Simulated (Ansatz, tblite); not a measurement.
Cost and result up the ladder for Cu₂F₂ (the lowest singlet isomer of a short search) (4 atoms). The state is a singlet with charge 0. Geometry: PBE-D4/def2-SVP.

```xyz
4

Cu   -0.231   -0.372   -0.440
Cu    0.600    1.098    1.211
F    -1.470   -0.019   -1.618
F     1.100   -0.708    0.847
```

Ansatz on 4 threads of Arm Neoverse V2 on a shared host; xTB runs through tblite on one thread. Times are rough, summed over both states, and most runs start from the orbitals of an earlier one. ωB97X-V/def2-TZVP serves as the yardstick here, not as an exact answer. Differences are given only for rows in sets of like size (and for xTB, whose basis is part of the method), since another set adds its own error. The other state is a triplet at its own geometry.

The 6-31G sets use Cartesian d functions. The xTB rows come from tblite. B3LYP takes the VWN-RPA correlation. Correlated methods freeze 20 core orbitals. At PBE0-D4/def2-TZVP a singlet of charge 0 lies 1.49 eV below the triplet, each at its own geometry. Another isomer (singlet) lies 0.08 eV lower at PBE0-D4/def2-TZVP.

Run but left out: HF/6-31G (singlet: restricted singlet, unstable in another Hartree–Fock run and untested here).

Correlated methods converge slowly with the basis.

xTB has no spin-polarisation term.

```json
{"level": "GFN1-xTB", "functions": "26", "wall time": "0.004 s", "triplet − singlet (eV)": "1.74", "difference from ωB97X-V/def2-TZVP (eV)": "-0.15"}
{"level": "GFN2-xTB", "functions": "26", "wall time": "0.006 s", "triplet − singlet (eV)": "3.57", "difference from ωB97X-V/def2-TZVP (eV)": "1.68"}
{"level": "B3LYP-D4/6-31G", "functions": "76", "wall time": "4.1 s", "triplet − singlet (eV)": "0.38", "difference from ωB97X-V/def2-TZVP (eV)": "–"}
{"level": "revPBE-D4/def2-TZVP", "functions": "152", "wall time": "4.2 s", "triplet − singlet (eV)": "1.27", "difference from ωB97X-V/def2-TZVP (eV)": "-0.62"}
{"level": "PBE-D4/def2-TZVP", "functions": "152", "wall time": "4.2 s", "triplet − singlet (eV)": "1.30", "difference from ωB97X-V/def2-TZVP (eV)": "-0.59"}
{"level": "PBE0-D4/def2-TZVP", "functions": "152", "wall time": "7.4 s", "triplet − singlet (eV)": "1.49", "difference from ωB97X-V/def2-TZVP (eV)": "-0.40"}
{"level": "RPA@PBE/def2-TZVP", "functions": "152", "wall time": "7.6 s", "triplet − singlet (eV)": "1.22", "difference from ωB97X-V/def2-TZVP (eV)": "-0.66"}
{"level": "CAM-B3LYP-D4/def2-TZVP", "functions": "152", "wall time": "8.7 s", "triplet − singlet (eV)": "1.71", "difference from ωB97X-V/def2-TZVP (eV)": "-0.18"}
{"level": "r2SCAN-D4/def2-TZVP (with forces)", "functions": "152", "wall time": "9.6 s", "triplet − singlet (eV)": "1.19", "difference from ωB97X-V/def2-TZVP (eV)": "-0.69"}
{"level": "r2SCANh-D4/def2-TZVP", "functions": "152", "wall time": "11 s", "triplet − singlet (eV)": "1.27", "difference from ωB97X-V/def2-TZVP (eV)": "-0.62"}
{"level": "r2SCAN0-D4/def2-TZVP", "functions": "152", "wall time": "12 s", "triplet − singlet (eV)": "1.33", "difference from ωB97X-V/def2-TZVP (eV)": "-0.56"}
{"level": "ωB97X-V/def2-TZVP", "functions": "152", "wall time": "18 s", "triplet − singlet (eV)": "1.89", "difference from ωB97X-V/def2-TZVP (eV)": "0.00"}
```
